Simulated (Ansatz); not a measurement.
ClFH$_{2}$HfOS, SMILES `[OH][Hf]([F])([SH])[Cl]`, charge 0, multiplicity 1.

Give a relaxed structure at PBE0-D4/def2-TZVP (the Gaussian-basis code of Ansatz). (Estimate.)

Computed: 
```xyz
7

O     0.6468    1.1832   -0.7353
Hf   -0.4306    0.1161    0.3983
F    -2.2621    0.5990    0.3072
S    -0.2277   -2.1978   -0.3635
Cl    0.2841    0.3288    2.6268
H     1.0693    1.8802   -1.2283
H     0.9202   -1.9095   -1.0053
```
